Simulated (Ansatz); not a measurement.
`[SiH3]N([SiH3])[Si]Cl` + H₂S → `S[Si]Cl` + `[SiH3]N[SiH3]` at 400 K and 1 bar (ligand exchange at the Si–N bond).

Calculated with Ansatz (gas phase, PBE0-D4/def2-TZVP geometries, no zero-point term in ΔE). CCSD(T)/CBS adds triple-zeta CCSD(T) − MP2 to the extrapolated MP2 energy (def2 sets, frozen cores). This one scheme is used for every species. Each species was taken in one conformer, which may not be the lowest.

```json
{"species": "`[SiH3]N([SiH3])[Si]Cl`", "CCSD(T)/CBS energy (Eh)": "-1385.41346", "H − E (kJ/mol)": "194.2", "S (J/(mol·K))": "422.3"}
{"species": "H₂S", "CCSD(T)/CBS energy (Eh)": "-398.97279", "H − E (kJ/mol)": "53.4", "S (J/(mol·K))": "215.9"}
{"species": "`S[Si]Cl`", "CCSD(T)/CBS energy (Eh)": "-1147.27659", "H − E (kJ/mol)": "50.3", "S (J/(mol·K))": "312.1"}
{"species": "`[SiH3]N[SiH3]`", "CCSD(T)/CBS energy (Eh)": "-637.10515", "H − E (kJ/mol)": "203.4", "S (J/(mol·K))": "366.7"}
```

H − E and S are ideal-gas, rigid-rotor, harmonic terms from PBE0-D4/def2-TZVP, for one conformer and one mirror image of each species. 1 Eh = 2625.50 kJ/mol, R = 8.31446 J/(mol·K).

By hand: ΔE, ΔH, ΔS and ΔG.

ΔE = (-1147.27659) + (-637.10515) − (-1385.41346) − (-398.97279) = 0.00451 Eh = 11.8 kJ/mol. Δ(H − E) = 50.3 + 203.4 − 194.2 − 53.4 = 6.1, so ΔH = 17.9 kJ/mol. ΔS = 312.1 + 366.7 − 422.3 − 215.9 = 40.6 J/(mol·K). ΔG = 17.9 − 400 × (40.6)/1000 = 1.7 kJ/mol.

By hand: the equilibrium constant, and the temperature at which ΔG would vanish if ΔH and ΔS stayed fixed.

log₁₀ K = −ΔG/(RT ln 10) = -0.2. ΔG = 0 at ΔH/ΔS = 441 K.

TΔS isn't small against ΔH here. The sign of ΔG lies within the doubt. A doubt of 5 kJ/mol in ΔE shifts log₁₀ K by 0.7 here. Other conformers and mirror images would add mixing entropy, several J/(mol·K) or more a flexible species. Modes under 60 cm⁻¹, often nearly free rotors, make the harmonic entropy too high. These are equilibria of isolated gas molecules and say nothing of rates. Largest T1 diagnostic: 0.014 (customary marks: 0.02 for closed shells, 0.045 for open ones).
